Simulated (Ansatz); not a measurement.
Two structures of SiNH₂Cl₃, singlet, reached by relaxing down either side of one saddle point (PBE0-D4/def2-TZVP). Energies are electronic, without zero-point energy. Program: Ansatz 0.2.0. Basis: def2-TZVPP and def2-QZVPP. Cores are frozen in the correlated methods. Extrapolation: Hartree–Fock as exp(−7.88 √X), correlation as X^−2.97. First:

Si1  (0.147, -0.172, 0.517)
Cl2  (1.420, -1.751, 0.416)
N3  (-0.352, 0.203, -1.047)
H4  (0.309, 0.231, -1.805)
Cl5  (1.129, 1.322, 1.504)
Cl6  (-1.499, -0.624, 1.618)
H7  (-1.153, 0.792, -1.204)
(Å)

Second:

| atom | x (Å) | y (Å) | z (Å) |
| --- | --- | --- | --- |
| Si1 | -0.3029 | 0.6176 | 0.8666 |
| Cl2 | 0.6347 | -2.4060 | -1.6507 |
| N3 | 0.1795 | 0.3961 | -0.6264 |
| H4 | 0.4409 | -1.1492 | -1.2242 |
| Cl5 | -0.6918 | 2.3300 | 1.8437 |
| Cl6 | -0.6047 | -0.9531 | 2.0525 |
| H7 | 0.3444 | 1.1645 | -1.2616 |

Problem. Which bonds change from the first to the second?

Solution. SiNH₂Cl₃ ([NH2][Si]([Cl])([Cl])[Cl]) → SiNHCl₂ ([NH][Si]([Cl])[Cl]) + HCl; bonds formed: Cl2–H4; bonds broken: Si1–Cl2, N3–H4.

Problem. Give the saddle point's structure and its height above each. (An estimate is asked for; the value comes from the calculation.)

Solution. By the calculation: 78.25 kcal/mol above the first and 4.75 kcal/mol above the second (CCSD(T) at an estimated basis limit (MP2 extrapolated from triple and quadruple zeta, plus CCSD(T) − MP2 in triple zeta)).
```csv
atom,x (Å),y (Å),z (Å)
Si1,-0.3389,0.3521,0.6114
Cl2,1.3953,-1.6965,-0.5766
N3,-0.6732,0.4250,-0.9476
H4,0.4387,-0.8822,-1.1023
Cl5,0.8034,1.5624,1.7416
Cl6,-1.2883,-0.9612,1.7777
H7,-0.3372,1.2005,-1.5043
```

T1 diagnostic: at most 0.014.

Labels in which every atom is bracketed show which atoms are joined, not bond orders.

For scale, one of the runs: CCSD(T)/def2-TZVPP, 227 basis functions, launched by `ansatz run in.yaml --threads 4 --pin off --events-out ev --progress --plain --max-ram 9574MiB`. Hardware: 4 CPU threads of an Arm Neoverse V2, shared host. Wall time 100 s; peak host memory 3.4 GiB.
